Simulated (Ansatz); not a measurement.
Reaction (formal exchange of groups at a B–F bond): `OB(F)Br` + ethane → `CCB(O)Br` + H–F

Calculated with Ansatz (gas phase, PBE0-D4/def2-TZVP geometries, no zero-point term in ΔE). CCSD(T)/CBS is the MP2 limit (def2-TZVPP, def2-QZVPP) plus CCSD(T) − MP2 in def2-TZVPP, frozen cores. This one scheme is used for every species. Functionals use def2-TZVPP. B3LYP here is the variant with VWN-RPA as its local correlation; programs differ in this. HSE06 is defined as in plane-wave codes. For Br outer-core shells are correlated without core-valence functions, which leaves a few kJ/mol of doubt a bond. Scalar relativity is left out up to krypton. One conformer a species, not always the lowest.

(1) Is it downhill or uphill in electronic energy at CCSD(T)/CBS, and by how much? (Best estimate.)

(2) What do these levels give: BLYP-D4, B3LYP-D4, PBE-QIDH, PBE0, HSE06, BHLYP, CAM-B3LYP, HF/def2-SVP, CCSD(T)/def2-SVP, HF/def2-QZVPP, HF/CBS(def2), CCSD/CBS(def2)? (Estimate.)

Largest T1 diagnostic among the species: 0.010.

Answers

(1) The calculation gave: Uphill: ΔE = +1.35 eV.

(2) Computed: BLYP-D4 1.48, B3LYP-D4 1.49, PBE-QIDH 1.42, PBE0 1.46, HSE06 1.46, BHLYP 1.61, CAM-B3LYP 1.59, HF/def2-SVP 1.78, CCSD(T)/def2-SVP 1.62, HF/def2-QZVPP 1.71, HF/CBS(def2) 1.71, CCSD/CBS(def2) 1.38 eV.

The D4 term adds −0.10 eV with B3LYP and −0.06 eV with PBE0; it sums over pairs of atoms, weighted by their polarisabilities, and B3LYP, whose exchange is more repulsive, gets the larger term. Leaving LDA and LC-ωPBE aside and taking each functional with its dispersion term where it has one, the values, not all of them listed here, spread over 0.19 eV, from revPBE-D4 to B97M-V. LDA lies −0.06 eV from PBE without D4.
